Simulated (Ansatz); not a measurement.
Species: C8H14Si, SMILES `CC1=C[Si@@H](C)C(C)=C1C` (charge 0, multiplicity 1), formula C₈H₁₄Si.

Q: How many basis functions does frozen-core CCSD(T)/cc-pVDZ // B3LYP-D3(BJ)/def2-SVP in Ansatz (an electronic-structure program) use, how many core orbitals are frozen, and how many electrons are correlated?

A: 200 basis functions and 13 frozen orbitals, which leaves 50 correlated electrons. Core time is of the order of minutes.
